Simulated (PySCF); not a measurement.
A structure optimised at PBE-D3(BJ)/def2-TZVP, used in a PySCF frequency run:

```
Ta
O 1 1.7484
O 1 1.7484 2 105.52
F 1 1.9022 2 107.65 3 114.74
```
Charge 0, spin multiplicity 1.

Q: Write its SMILES, formula and point group.

A: [O]=[Ta](=[O])[F], FO₂Ta, Cs

Q: What are its rotational constants (standard atomic weights)?

A: 6.3477, 5.0905, 3.5182 GHz
